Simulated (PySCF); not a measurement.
SiOBr₂ → SiO + Br₂

Level: PBE0 in the def2-SVP basis family, all electrons, no relativity, computed in PySCF with density fitting; open shells unrestricted.

```
species                                                                   state and structure       E (Eh)  ZPE (kJ/mol)  H(298 K) − H(0) (kJ/mol)  S° (J/(mol K))
 SiOBr₂  singlet, C2v, Si–Br 2.181 Å (×2), Si–O 1.524 Å; Br–Si–Br 109.1°, Br–Si–O 125.4° (×2)  -5511.54584          16.6                      15.8           325.4
    SiO                                                            singlet, C∞v, Si–O 1.523 Å   -364.35728           7.5                       8.7           211.6
    Br₂                                                           singlet, D∞h, Br–Br 2.298 Å  -5147.07788           1.9                       9.7           245.2
```

**Question.** What is the electronic reaction energy?

**Answer.** At PBE0/def2-SVP, ΔE = 290.6 kJ/mol from the differences of the total energies times 2625.5, uphill. 

**Question.** Add zero-point, thermal and entropy terms for 298.15 K and 1 bar.

**Answer.** ΔZPE = -7.2 and Δ[H(298) − H(0)] = 2.6 kJ/mol give ΔH° = 286.0 kJ/mol. ΔS° = 131.4 J/(mol K), so ΔG° = 286.0 − 298.15 × (0.1314) = 247 kJ/mol. ΔG° would change sign near 2180 K if ΔH° and ΔS° stayed fixed.

Each species is the lowest minimum found with this bonding; other isomers or fragments can lie lower.
